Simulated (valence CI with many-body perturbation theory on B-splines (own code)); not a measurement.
# Level structure of Bi⁶⁸⁺

Level of theory: valence CI with perturbative core correlation (CI+MBPT): five valence electrons over a frozen Dirac-Fock core [Ne], a basis of 11 s, 11 p, 10 d, 8 f, 5 g, 2 h functions for each j, with the one-electron correlation potential Σ1 (screened to all orders), the two-electron term Σ2, the three-electron term Σ3, Breit, model QED; selected single and double excitations, second order for the rest, scaled by the run's own slope (own B-spline code, finite nucleus).

No measured spectrum was set against this ion. As an estimate, large intervals hold to a few tenths of a per cent, small ones and those within an open d or f shell to about a per cent. Among the levels kept, up to 3300 cm⁻¹ of a level comes from second order outside the variational space, and about a tenth of that is noise between levels of different J, which matters for small intervals.

Levels 1 to 45 of 170, with energies above the lowest level, (3s^2 3p1/2^2 3p3/2) J=3/2. "Leading %" is the weight of the configuration and term that name the level; weights of strongly mixed levels are sums over their largest components and can fall short. In the jj column 3d3/2^4 stands for four electrons in 3d with j = 3/2. Lifetimes count E1, E2, E3, M1 and M2 decay at the calculated energies, and are blank where another channel may lead or the interval is too uncertain; long ones can be off by a factor of two.

| No. | Configuration | Term | J | E (× 10³ cm⁻¹) | Leading % | Leading jj | g | Lifetime |
| --- | --- | --- | --- | --- | --- | --- | --- | --- |
| 1 | 3s²3p³ | ²P° | 3/2 | 0.00 | 49 | 3s^2 3p1/2^2 3p3/2 (100 %) | 1.330 |  |
| 2 | 3s²3p²3d | ²D | 3/2 | 2148.6 | 42 | 3s^2 3p1/2^2 3d3/2 (100 %) | 0.776 | 58.0 ps |
| 3 | 3s²3p²3d | ²D | 5/2 | 3394.4 | 35 | 3s^2 3p1/2^2 3d5/2 (99 %) | 1.188 | 2.21 ps |
| 4 | 3s²3p³ | ⁴S° | 3/2 | 4869.6 | 55 | 3s^2 3p1/2 3p3/2^2 (99 %) | 1.451 | 482 ps |
| 5 | 3s²3p³ | ²D° | 5/2 | 4976.3 | 99 | 3s^2 3p1/2 3p3/2^2 (99 %) | 1.182 | 872 ps |
| 6 | 3s²3p³ | ²P° | 1/2 | 5121.2 | 99 | 3s^2 3p1/2 3p3/2^2 (99 %) | 0.641 | 828 ps |
| 7 | 3s3p⁴ | ⁴P | 5/2 | 6569.4 | 65 | 3s 3p1/2^2 3p3/2^2 (93 %) | 1.447 | 1.14 ps |
| 8 | 3s3p⁴ | ²P | 3/2 | 6828.0 | 31 | 3s 3p1/2^2 3p3/2^2 (61 %) | 1.137 | 519 fs |
| 9 | 3s3p⁴ | ²S | 1/2 | 6862.6 | 53 | 3s 3p1/2^2 3p3/2^2 (82 %) | 1.978 | 600 fs |
| 10 | 3s²3p²3d | ⁴F | 5/2 | 6989.1 | 47 | 3s^2 3p1/2 3p3/2 3d3/2 (99 %) | 0.955 | 76.4 ps |
| 11 | 3s²3p²3d | ⁴D | 1/2 | 7023.2 | 79 | 3s^2 3p1/2 3p3/2 3d3/2 (98 %) | 0.238 | 62.6 ps |
| 12 | 3s²3p²3d | ⁴F | 3/2 | 7030.5 | 30 | 3s^2 3p1/2 3p3/2 3d3/2 (89 %) | 0.901 | 1.24 ps |
| 13 | 3s²3p²3d | ²G | 7/2 | 7102.2 | 55 | 3s^2 3p1/2 3p3/2 3d3/2 (99 %) | 1.008 | 384 ps |
| 14 | 3s²3p²3d | ²D | 5/2 | 7386.9 | 37 | 3s^2 3p1/2 3p3/2 3d3/2 (95 %) | 1.141 | 126 fs |
| 15 | 3s²3p²3d | ²P | 1/2 | 7495.7 | 38 | 3s^2 3p1/2 3p3/2 3d3/2 (86 %) | 1.656 | 90.3 fs |
| 16 | 3s²3p²3d | ²D | 3/2 | 7513.3 | 26 | 3s^2 3p1/2 3p3/2 3d3/2 (73 %) | 1.204 | 61.5 fs |
| 17 | 3s²3p²3d | ⁴D | 7/2 | 8108.1 | 48 | 3s^2 3p1/2 3p3/2 3d5/2 (100 %) | 1.298 | 335 ps |
| 18 | 3s²3p²3d | ²G | 9/2 | 8226.1 | 64 | 3s^2 3p1/2 3p3/2 3d5/2 (100 %) | 1.173 | 20.3 ns |
| 19 | 3s²3p²3d | ²P | 3/2 | 8233.7 | 46 | 3s^2 3p1/2 3p3/2 3d5/2 (98 %) | 1.318 | 2.51 ps |
| 20 | 3s²3p²3d | ²F | 5/2 | 8265.3 | 39 | 3s^2 3p1/2 3p3/2 3d5/2 (99 %) | 1.105 | 3.08 ps |
| 21 | 3s²3p²3d | ²D | 5/2 | 8433.5 | 40 | 3s^2 3p1/2 3p3/2 3d5/2 (96 %) | 1.282 | 860 fs |
| 22 | 3s²3p²3d | ²F | 7/2 | 8457.2 | 66 | 3s^2 3p1/2 3p3/2 3d5/2 (98 %) | 1.126 | 1.18 ps |
| 23 | 3s²3p²3d | ²D | 3/2 | 8538.8 | 60 | 3s^2 3p1/2 3p3/2 3d5/2 (99 %) | 0.932 | 1.60 ps |
| 24 | 3s²3p²3d | ²P | 1/2 | 8571.4 | 55 | 3s^2 3p1/2 3p3/2 3d5/2 (97 %) | 1.220 | 1.16 ps |
| 25 | 3s3p³3d | ⁴D° | 5/2 | 8683.5 | 29 | 3s 3p1/2^2 3p3/2 3d3/2 (97 %) | 1.242 | 14.8 ps |
| 26 | 3s3p³3d | ⁴D° | 3/2 | 8701.9 | 28 | 3s 3p1/2^2 3p3/2 3d3/2 (96 %) | 1.228 | 4.80 ps |
| 27 | 3s3p³3d | ⁴P° | 1/2 | 8726.3 | 46 | 3s 3p1/2^2 3p3/2 3d3/2 (98 %) | 2.305 | 14.6 ps |
| 28 | 3s3p³3d | ²F° | 7/2 | 8787.5 | 24 | 3s 3p1/2^2 3p3/2 3d3/2 (96 %) | 1.220 | 13.2 ps |
| 29 | 3s3p³3d | ²D° | 3/2 | 8950.6 | 20 | 3s 3p1/2^2 3p3/2 3d3/2 (83 %) | 1.006 | 632 fs |
| 30 | 3s3p³3d | ²F° | 5/2 | 9033.6 | 19 | 3s 3p1/2^2 3p3/2 3d3/2 (68 %) | 0.854 | 415 fs |
| 31 | 3s3p³3d | ⁴D° | 1/2 | 9086.0 | 40 | 3s 3p1/2^2 3p3/2 3d3/2 (86 %) | 0.548 | 297 fs |
| 32 | 3s²3p3d² | ⁴G° | 5/2 | 9288.8 | 35 | 3s^2 3p1/2 3d3/2^2 (68 %) | 0.806 | 157 fs |
| 33 | 3s²3p3d² | ²P° | 1/2 | 9683.8 | 40 | 3s^2 3p1/2 3d3/2^2 (85 %) | 0.633 | 95.6 fs |
| 34 | 3s²3p3d² | ²D° | 3/2 | 9720.4 | 35 | 3s^2 3p1/2 3d3/2^2 (83 %) | 0.798 | 60.6 fs |
| 35 | 3s3p³3d | ⁴F° | 9/2 | 9800.6 | 50 | 3s 3p1/2^2 3p3/2 3d5/2 (99 %) | 1.332 | 18.7 ps |
| 36 | 3s3p³3d | ⁴D° | 5/2 | 9963.1 | 29 | 3s 3p1/2^2 3p3/2 3d5/2 (97 %) | 1.362 | 1.10 ps |
| 37 | 3s²3p³ | ²P° | 3/2 | 10008 | 48 | 3s^2 3p3/2^3 (95 %) | 1.299 | 22.7 ps |
| 38 | 3s3p³3d | ⁴D° | 7/2 | 10027 | 32 | 3s 3p1/2^2 3p3/2 3d5/2 (94 %) | 1.264 | 1.53 ps |
| 39 | 3s3p³3d | ²D° | 3/2 | 10065 | 34 | 3s 3p1/2^2 3p3/2 3d5/2 (88 %) | 1.120 | 936 fs |
| 40 | 3s3p³3d | ²F° | 7/2 | 10178 | 29 | 3s 3p1/2^2 3p3/2 3d5/2 (86 %) | 1.174 | 342 fs |
| 41 | 3s3p³3d | ²P° | 1/2 | 10275 | 47 | 3s 3p1/2^2 3p3/2 3d5/2 (96 %) | 0.708 | 1.58 ps |
| 42 | 3s3p³3d | ²F° | 5/2 | 10307 | 18 | 3s 3p1/2^2 3p3/2 3d5/2 (74 %) | 1.100 | 509 fs |
| 43 | 3s3p³3d | ²P° | 3/2 | 10330 | 19 | 3s 3p1/2^2 3p3/2 3d5/2 (83 %) | 1.347 | 398 fs |
| 44 | 3s²3p3d² | ⁴G° | 7/2 | 10408 | 52 | 3s^2 3p1/2 3d3/2 3d5/2 (96 %) | 1.012 | 1.44 ps |
| 45 | 3s²3p3d² | ²D° | 5/2 | 10447 | 23 | 3s^2 3p1/2 3d3/2 3d5/2 (93 %) | 1.044 | 1.01 ps |

The ionisation energy to 3s²3p² ³P0 of the next ion comes out as 8016.3 eV (NIST: 8010 ± 50 eV (theoretical)). All 170 levels together are meant to be complete up to 16424 × 10³ cm⁻¹.
